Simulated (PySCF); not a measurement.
PBE0 on In⁻ (indium, charge -1), [Kr] 4d10 5s2 5p2, high-spin 3P determinant. All numbers are calculated (PySCF 2.14, scalar relativity through the core potential, in def2-QZVPPD with the def2 core potential (28 electrons) (8s6p5d4f1g, 88 functions)).

```
cycle= 1 E= -190.129929919543  delta_E= -0.00761  |g|= 0.0345  |ddm|= 0.223
cycle= 2 E= -190.130165236481  delta_E= -0.000235  |g|= 0.023  |ddm|= 0.0704
cycle= 3 E= -190.130289126991  delta_E= -0.000124  |g|= 0.0038  |ddm|= 0.0213
cycle= 4 E= -190.130296504446  delta_E= -7.38e-06  |g|= 0.000666  |ddm|= 0.00744
cycle= 5 E= -190.130296991152  delta_E= -4.87e-07  |g|= 5.32e-05  |ddm|= 0.00377
cycle= 6 E= -190.130296996392  delta_E= -5.24e-09  |g|= 5.11e-06  |ddm|= 0.000464
cycle= 7 E= -190.130296996455  delta_E= -6.34e-11  |g|= 8.31e-07  |ddm|= 5.81e-05
converged SCF energy = -190.130296996455  <S^2> = 2.003417  2S+1 = 3.0022772
```

Highest occupied orbital energy: 1.003 eV; ⟨L²⟩ = 2.01; populations by l: s 4.00, p 8.00, d 10.00, f 0.00.

Problem. Can this result be used?

Solution. With care. The run converged. Energies and moments cover only the electrons outside the core potential. At PBE0 the highest occupied level has a positive energy, so only the finite basis holds that electron; in a semilocal or global hybrid functional this comes from self-interaction and does not mean that the real anion is unbound.
